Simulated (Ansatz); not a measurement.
Molecule: GeCl2, net charge 0, singlet state. SMILES: [Cl][Ge][Cl]
Geometry: optimised at B3LYP-D3(BJ)/def2-TZVP (Ansatz, a first-principles code).

Wanted: vertical triplet-singlet gap (E(triplet) - E(singlet); each state is the SCF solution reached for its spin), in kcal/mol. Valence correlation only, unless marked. UHF or UKS for open shells. Spin-orbit coupling is left out. The frozen core is the preceding noble-gas configuration, with the filled d and f shells of earlier blocks. Non-relativistic. Basis-set limits of correlation are two-point, X^-3; Hartree-Fock from the larger set. [CCSD(T)-MP2]/basis is that difference in the basis named.

```csv
level,program,vertical triplet-singlet gap (kcal/mol)
HF/def2-QZVPPD,Ansatz,48.8
SVWN5/def2-TZVPD,Ansatz,68.0
B3LYP/def2-TZVPD,Ansatz,66.8
PBE0/def2-TZVPD,Ansatz,62.9
MP2/def2-SVPD,Ansatz,61.8
RI-MP2/def2-TZVPPD,Ansatz,63.1
"RI-MP2/CBS(def2-TZVPPD,def2-QZVPPD)",Ansatz,64.3
```

Estimate the value at RI-MP2/CBS(def2-TZVPPD,def2-QZVPPD)+[CCSD(T)-MP2]/def2-TZVPPD as computed with Ansatz.

64.6 kcal/mol, so RI-MP2/CBS(def2-TZVPPD,def2-QZVPPD) differs from it by -0.3 kcal/mol.
